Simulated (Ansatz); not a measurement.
Basis-set extrapolation for AlFH$_{3}$NS$_{2}$ (PBE0-D4/def2-TZVP geometry, frozen core, Ansatz 0.2.0). Multiplicity 1, RHF reference.

```json
{"": "HF", "def2-TZVPP": "-1192.888190", "def2-QZVPP": "-1192.925878"}
{"": "MP2 correlation", "def2-TZVPP": "-0.890779", "def2-QZVPP": "-0.969849"}
{"": "CCSD(T) correlation", "def2-TZVPP": "-0.967350", "def2-QZVPP": "not run"}
```

Energies in hartree. Use E(X) = E(∞) + A·exp(−7.88·√X) for Hartree–Fock and E(X) = E(∞) + B·X^(−2.97) for correlation, with X = 3 and 4, and add CCSD(T) minus MP2 of the smaller set to the MP2 limit.

Task: What is the CCSD(T) energy at the basis-set limit?

Result: HF limit: -1192.925878 + (-0.037688) × 0.13774 = -1192.93107. MP2 limit: -0.969849 + (-0.079070) × 0.74074 = -1.02842. Higher-order term: -0.967350 − (-0.890779) = -0.07657. Total: -1194.03606 hartree, 113.3 kcal/mol below CCSD(T)/def2-TZVPP.
